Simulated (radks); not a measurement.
Hg III, configuration [Xe] 4f14 5d10.

Method: Dirac Kohn-Sham, exchange-only PBE, spin-unpolarised, spherical densities, point nucleus; computed with a radial shooting solver on a logarithmic mesh with Libxc functionals.

Energy parts (hartree):
| part | energy |
|---|---|
| total | -19656.2478 |
| kinetic | 22692.8277 |
| electron-nucleus | -49557.2566 |
| Hartree | 7576.5279 |
| exchange | -368.3468 |

Orbitals (lengths in bohr, moments of r in powers of bohr; <r^-3> diverges for s and p1/2; r(max) is where P^2 peaks; r(90%) holds 90 % of the orbital's charge):
orbital,occ.,eigenvalue (hartree),<r^-3>,r(90%),r(max),<1/r>
1s1/2,2,-3052.692,-,0.0303,0.01022,97.68
2s1/2,2,-541.1224,-,0.109,0.05934,24.05
2p1/2,2,-519.1113,-,0.0950,0.04361,23.99
2p3/2,4,-447.5160,21440,0.107,0.05111,19.41
3s1/2,2,-128.8901,-,0.265,0.1670,8.821
3p1/2,2,-118.9986,-,0.257,0.1558,8.730
3p3/2,4,-103.1403,5010,0.279,0.1710,7.537
3d3/2,4,-86.80564,876.4,0.252,0.1330,7.436
3d5/2,6,-83.40831,723.1,0.259,0.1372,7.166
4s1/2,2,-28.84450,-,0.573,0.3761,3.736
4p1/2,2,-24.60776,-,0.583,0.3742,3.625
4p3/2,4,-20.77781,1214,0.631,0.4053,3.212
4d3/2,4,-13.86509,191.2,0.660,0.3976,3.011
4d5/2,6,-13.15128,154.1,0.676,0.4071,2.916
4f5/2,6,-4.25560,32.69,0.767,0.3643,2.553
4f7/2,8,-4.10155,31.02,0.778,0.3688,2.516
5s1/2,2,-4.99370,-,1.29,0.8285,1.524
5p1/2,2,-3.59755,-,1.41,0.8734,1.397
5p3/2,4,-2.92591,208.7,1.55,0.9528,1.244
5d3/2,4,-1.05707,19.43,2.18,1.141,0.9273
5d5/2,6,-0.98695,15.07,2.28,1.178,0.8898

The highest occupied level is 5d5/2 at -26.856 eV. The density falls to 0.001 e/bohr^3 at r = 3.50 bohr. For comparison, the ionisation energy in NIST's Atomic Spectra Database is 34.49 eV (measured). In exact Kohn-Sham theory the highest level is minus the ionisation energy, but local and semilocal functionals leave it too shallow, through self-interaction and a potential that decays too fast; potentials with the right tail come closer. Summed over all electrons, <r^2> = 42.48 bohr^2, which gives a Langevin (diamagnetic) susceptibility term of -33.6 x 10^-6 cm^3/mol.
